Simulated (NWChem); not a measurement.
CH7FN2Si; SMILES F[Si@@H](N)NC

```xyz
12

C      0.2329    -2.4149     0.1466
N     -0.1719    -1.1406    -0.4343
Si    -0.1943     0.3684     0.3661
N     -1.2834     1.3785    -0.4972
F      1.1909     1.2131     0.3645
H      0.1869    -2.3431     1.2381
H     -0.4418    -3.2252    -0.1589
H      1.2584    -2.7040    -0.1252
H     -0.1822    -1.1315    -1.4481
H     -0.4490     0.0598     1.7959
H     -1.2120     2.3857    -0.4290
H     -2.2334     1.0792    -0.6736
```
Atoms are numbered in this order, from 1.

Level: B3LYP/6-31G* (spherical d) (NWChem), optimised geometry, unscaled harmonic frequencies. 

List the harmonic frequencies with IR intensities, and the thermochemistry.


| frequency (cm⁻¹) | IR intensity (km/mol) |
|---|---|
| 103 | 4.7 |
| 159 | 1.2 |
| 201 | 0.2 |
| 233 | 1.1 |
| 298 | 15.7 |
| 338 | 26.8 |
| 379 | 164.0 |
| 418 | 69.5 |
| 520 | 123.2 |
| 766 | 67.1 |
| 807 | 2.5 |
| 825 | 9.3 |
| 882 | 17.2 |
| 921 | 240.3 |
| 986 | 249.3 |
| 1116 | 14.0 |
| 1150 | 143.8 |
| 1163 | 9.4 |
| 1431 | 87.7 |
| 1492 | 7.6 |
| 1523 | 3.1 |
| 1554 | 5.2 |
| 1619 | 70.9 |
| 2266 | 175.1 |
| 3019 | 86.8 |
| 3067 | 49.6 |
| 3119 | 24.5 |
| 3575 | 12.5 |
| 3579 | 24.2 |
| 3674 | 20.5 |

The zero-point energy comes out as 58.8 kcal/mol, the thermal correction to the enthalpy at 298.15 K (with zero-point energy) comes out as 64.1 kcal/mol and the heat capacity Cv is 25.3 cal/(mol K). The entropy at 298.15 K and 1 atm (symmetry number 1) comes out as 82.5 cal/(mol K) and the dipole moment is 2.08 D.

Rigid rotor and harmonic oscillator.
